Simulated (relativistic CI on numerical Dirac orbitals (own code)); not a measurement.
**One change at a time: Fe**

Base calculation: Dirac-Coulomb-Breit CI, orbitals from a KLI potential per configuration, model QED (radiative potential, 1s self-energy scaled to tabulated hydrogen-like ionisation energies), valence Slater integrals scaled by 0.85, P86 correlation energy added to each configuration.

CI space (outside the closed core [Ar]): 3d6 4s2, 3d7 4s, 3d6 4s 4p, 3d8, 3d7 4p, 3d5 4s2 4p, 3d6 4s 4d, 3d7 4d, 3d7 5s, 3d6 4s 5s, 3d7 5p, 3d6 4s 5p, 3d6 4p2, 3d5 4p3. Double excitations out of closed p, d and f shells are left out; levels of such configurations are missing from the list, as are those of other unlisted configurations, and high levels can miss mixing partners.

The lowest level and the first level of each name with at least 55 % of one term (blank where a level has no safe partner in the second run):

| Level | Base (cm⁻¹) | Shift (cm⁻¹) |
| --- | --- | --- |
| 3d6 4s2 5D_4 | 0.0 | 0.0 |
| 3d6 4s2 5D_3 | 409.8 | +37.5 |
| 3d6 4s2 5D_2 | 695.7 | +61.3 |
| 3d6 4s2 5D_1 | 878.9 | +76.1 |
| 3d6 4s2 5D_0 | 968.5 | +83.3 |
| 3d7 4s 5F_5 | 14266.4 | -2265.5 |
| 3d7 4s 5F_4 | 14695.6 | -2342.9 |
| 3d7 4s 5F_3 | 15032.3 | -2403.0 |
| 3d6 4s 4p 7D°_5 | 15123.0 | +2232.9 |
| 3d7 4s 5F_2 | 15280.0 | -2446.7 |
| 3d6 4s 4p 7D°_4 | 15331.4 | +2255.7 |
| 3d7 4s 5F_1 | 15442.7 | -2475.1 |
| 3d6 4s 4p 7D°_3 | 15527.0 | +2279.3 |
| 3d6 4s 4p 7D°_2 | 15684.7 | +2298.6 |

Correlation outside the listed configurations is missing or only estimated: errors of thousands of cm⁻¹ between configurations and terms are usual at this charge. Rates and lifetimes follow the computed energies and can be off by large factors. The fine structure of a lone outer electron comes out too small, for d and f at times inverted, and misplaced configurations move strength between like terms. 97 of the 143 excited levels that our extract of the measured tables holds in this range could be paired (the sources list more); they are missed by 4761 cm⁻¹ on average and 11682 at most, and levels without a partner can miss by more.

One thing was changed in a second run, which moved the levels as shown. Which?
A. one mean potential for all configurations
B. Slater integrals left unscaled
C. configuration mixing switched off
D. Breit term removed
E. QED terms removed
F. valence Slater integrals scaled by 0.75

A. One mean potential for all configurations. One potential for all configurations removes the relaxation of the orbitals, which moves whole configurations and changes the integrals a little.

LS names give the leading component of a level, which can be under half, so a name can repeat, a term be missing and a line seem to break the LS rules.
